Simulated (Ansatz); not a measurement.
CH$_{7}$FOSSi$_{2}$ (`CO[SiH2]S[SiH2]F`) at its PBE0-D4/def2-TZVP geometry, where that method's forces vanish. Total charge 0; spin multiplicity 1.

```
atom   x (Å)   y (Å)   z (Å)
  C1   1.159  -0.528   1.641
  O2  -0.242  -0.517   1.829
 Si3  -1.330  -0.348   0.629
  S4  -1.156   1.543  -0.378
 Si5  -0.046   0.922  -2.064
  F6   1.420   0.439  -1.638
  H7   1.624  -0.766   2.598
  H8   1.458  -1.280   0.904
  H9   1.516   0.449   1.303
 H10  -1.162  -1.406  -0.402
 H11  -2.658  -0.386   1.274
 H12   0.096   2.102  -2.944
 H13  -0.680  -0.225  -2.751
```

(1) For each bond, give half the difference of the two atoms' forces along it (eV/Å; positive pushes the atoms apart) under PBE-D4, r2SCAN-D4, B3LYP-D4, ωB97M-V in def2-TZVPP. (Best estimate.)

Results:

(1) Computed: 
```
   bond  length (Å)  PBE-D4  r2SCAN-D4  B3LYP-D4  ωB97M-V
  C1–O2       1.413    0.23       0.31      0.30     0.27
  C1–H7       1.090    0.09      -0.06     -0.11    -0.11
  C1–H8       1.095    0.08      -0.06     -0.08    -0.09
  C1–H9       1.094    0.08      -0.06     -0.10    -0.10
 O2–Si3       1.629    0.32      -0.02      0.03     0.04
 Si3–S4       2.150    0.06       0.04      0.16     0.05
Si3–H10       1.488    0.00      -0.03     -0.10    -0.13
Si3–H11       1.476    0.04      -0.04     -0.18    -0.18
 S4–Si5       2.112    0.05       0.04      0.13     0.05
 Si5–F6       1.601    0.53       0.05      0.21     0.19
Si5–H12       1.479    0.03      -0.04     -0.16    -0.18
Si5–H13       1.479    0.01      -0.03     -0.12    -0.17
```

B3LYP here is the variant with VWN-RPA as its local correlation; programs differ in this.
